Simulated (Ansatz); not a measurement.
Ansatz (a program for electronic structure) input:

Ansatz 0.2 input:
```yaml
crystal:
  periodic: [false, false, false]
  atoms:
    - {symbol: B, position_ang: [-0.01007740, 0.06903297, -0.00395929]}
    - {symbol: F, position_ang: [-0.03013218, 1.39213225, 0.01724497]}
    - {symbol: Cl, position_ang: [-1.50517177, -0.76275730, -0.03800289]}
    - {symbol: Cl, position_ang: [1.51030124, -0.71673402, 0.02716046]}
basis:
  gaussian:
    orbitals: def2-TZVP
hamiltonian:
  xc: b3lyp
  dispersion: d3bj
relax: {f_tol: 0.002, max_steps: 150}
```

Task: Predict the final energy.

Result: -1045.35420 Eh (B3LYP-D3(BJ)/def2-TZVP). The basis has 136 functions.
